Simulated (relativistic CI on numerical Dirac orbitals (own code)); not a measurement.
# Sensitivity of the levels of Nd21+ to α and to the nuclear radius

Calculated at this level of theory: Dirac-Coulomb-Breit CI, KLI orbitals optimised for each configuration, derivatives by finite differences, unscaled Slater integrals, QED left out (own radial code, finite nucleus).

CI space (outside the closed core [Ar] 3d10): 4s²4p⁶4d³, 4s²4p⁵4d⁴, 4s²4p⁶4d²4f, 4s²4p⁶4d4f², 4s4p⁶4d⁴, 4p⁶4d⁵, 4s²4p⁶4d²5s, 4s²4p⁶4d²5p. Levels of other configurations are missing.

With x = (α/α₀)² − 1 an excitation energy changes as ω = ω₀ + qx; K = 2q/ω₀ is the relative enhancement. Terms are leading LS components, so labels can repeat. The field-shift factor is F = δν/δ⟨r²⟩ for the transition from the lowest level.

Lowest level 4s²4p⁶4d³ ⁴F3/2.

| Level | ω₀ (cm⁻¹) | q (cm⁻¹) | K | F (GHz/fm²) |
| --- | --- | --- | --- | --- |
| 4s²4p⁶4d³ ⁴F5/2 | 27233 | 36520 | 2.68 | 0.556 |
| 4s²4p⁶4d³ ⁴F7/2 | 44308 | 46270 | 2.09 | 0.71 |
| 4s²4p⁶4d³ ⁴P3/2 | 45933 | 29340 | 1.28 | 0.318 |
| 4s²4p⁶4d³ ²G9/2 | 52461 | 41800 | 1.59 | 0.695 |
| 4s²4p⁶4d³ ⁴P1/2 | 53849 | 34790 | 1.29 | 0.333 |
| 4s²4p⁶4d³ ²G7/2 | 80445 | 66620 | 1.66 | 0.988 |
| 4s²4p⁶4d³ ⁴P5/2 | 81300 | 58640 | 1.44 | 0.651 |
| 4s²4p⁶4d³ ²H9/2 | 85653 | 73070 | 1.71 | 1.24 |
| 4s²4p⁶4d³ ²D3/2 | 94022 | 73800 | 1.57 | 0.862 |
| 4s²4p⁶4d³ ²P1/2 | 99974 | 75010 | 1.5 | 1.03 |
| 4s²4p⁶4d³ ²H11/2 | 109838 | 75440 | 1.37 | 1.4 |
| 4s²4p⁶4d³ ²D5/2 | 113462 | 77850 | 1.37 | 0.745 |
| 4s²4p⁶4d³ ²F5/2 | 123401 | 61690 | 1 | 0.837 |
| 4s²4p⁶4d³ ²F7/2 | 129452 | 72380 | 1.12 | 0.985 |
| 4s²4p⁶4d³ ²G9/2 | 131917 | 112400 | 1.7 | 1.72 |
| 4s²4p⁶4d³ ²P3/2 | 139482 | 106600 | 1.53 | 1.56 |
| 4s²4p⁶4d³ ²D3/2 | 181686 | 86310 | 0.95 | 1.21 |
| 4s²4p⁶4d³ ²D5/2 | 189508 | 104100 | 1.1 | 1.64 |
| 4s²4p⁵4d⁴ ⁶D°3/2 | 825875 | 41510 | 0.101 | 3.66 |
| 4s²4p⁵4d⁴ ⁶D°5/2 | 832596 | 72550 | 0.174 | 4.17 |
| 4s²4p⁵4d⁴ ⁶D°7/2 | 838868 | 85810 | 0.205 | 4.47 |
| 4s²4p⁵4d⁴ ⁶D°9/2 | 847060 | 90480 | 0.214 | 4.64 |
| 4s²4p⁵4d⁴ ⁶D°1/2 | 851305 | 81210 | 0.191 | 3.47 |

At this charge energies of transitions that change n are usually good to better than 1 %, and those within a shell (Δn = 0) to a few per cent. Terms inside the open d or f shell come out 10 to 20 % too wide with unscaled integrals.
